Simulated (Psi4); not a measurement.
How methods differ on C2H6Zn (SMILES C[CH2][ZnH])

C2H6Zn has 9 atoms, charge 0, and is taken as a singlet. SMILES: `C[CH2][ZnH]`. Geometry: optimised at PBE0/def2-TZVP.

```xyz
9

C    -0.3709    0.6266   -0.8467
C     0.6213   -0.3380   -0.1963
Zn    0.2655   -0.7744    1.6757
H    -1.3898    0.2299   -0.8412
H    -0.1138    0.8321   -1.8915
H    -0.4021    1.5901   -0.3306
H     1.6361    0.0720   -0.2569
H     0.6521   -1.2784   -0.7587
H    -0.0179   -1.1182    3.1572
```

Quantity: the HOMO–LUMO gap, in eV. The values are calculated.

```tsv
level	kind	program	value (eV)	CPU time
PBE-D4/def2-TZVPP (density fitting)	GGA	Psi4	4.84	2.4 min
r2SCAN-D4/def2-TZVPP (density fitting)	meta-GGA	Psi4	5.44	7.1 min
B3LYP-D4/def2-TZVPP (density fitting)	global hybrid	Psi4	6.22	2.2 min
PBE0-D4/def2-TZVPP (density fitting)	global hybrid	Psi4	6.68	2.2 min
wB97M-V/def2-TZVPP (density fitting)	range-separated hybrid	Psi4	10.20	7 min
```

The values span 4.84 to 10.20 eV. Orbital gaps aren't excitation energies; they tend to grow with the share of exact exchange. Times are those of the runs behind each value, whatever else they computed, on shared processors of several kinds: orders of magnitude only.
